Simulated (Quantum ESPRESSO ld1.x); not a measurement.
All-electron atom: Ar13+ in [He] 2s2 2p1. Method: non-relativistic Kohn-Sham, LDA (Slater exchange, Perdew-Wang correlation), spin-polarised, spherical densities, point nucleus; open shells are filled with parallel spins first; computed with ld1.x of Quantum ESPRESSO 7.5. Some entries of the table are withheld. Estimate them.

| orbital | occ. | eigenvalue (eV) | <r> (bohr) | <1/r> (bohr^-1) |
|---|---|---|---|---|
| 1s up | 1 | -3703.43 | 0.08595 | 17.56 |
| 1s down | 1 | -3698.89 | 0.08585 | 17.58 |
| 2s up | 1 | -759.469 | 0.3706 | (1) |
| 2s down | 1 | -751.596 | 0.3723 | (2) |
| 2p up | 1 | -719.012 | 0.3203 | (3) |
| 2p down | 0 | -709.508 | 0.3222 | (4) |

Answer. 
(1) 2s up <1/r> (bohr^-1): 4.002
(2) 2s down <1/r> (bohr^-1): 3.977
(3) 2p up <1/r> (bohr^-1): 3.943
(4) 2p down <1/r> (bohr^-1): 3.924
